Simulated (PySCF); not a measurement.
F3Ti, neutral, multiplicity 2. Atoms are numbered in the order given.

```xyz
4

Ti     0.0000     0.0000     0.0000
F     -1.7611     0.0000     0.0000
F      0.8805     1.5251     0.0000
F      0.8805    -1.5251     0.0000
```
Charge 0, spin multiplicity 2.

Coordinates come from a B3LYP-D3(BJ)/def2-SVP optimisation. The multiplicity is an assumed one; other spin states were not compared. The isomer is the one that the SMILES or the coordinates give; other isomers of the formula were not compared.

Method: PySCF with CAM-B3LYP/def2-TZVPD.

Mulliken values depend strongly on the basis, most of all with diffuse functions as here. ESP charges are fitted to the potential on shells at 1.4 to 2.0 van der Waals radii. Atomic charges (e):

```csv
atom,Mulliken,meta-Löwdin,ESP fit,Mulliken spin
Ti1,1.88,1.53,1.15,1.00
F2,-0.63,-0.51,-0.38,0.00
F3,-0.63,-0.51,-0.38,0.00
F4,-0.63,-0.51,-0.38,0.00
```
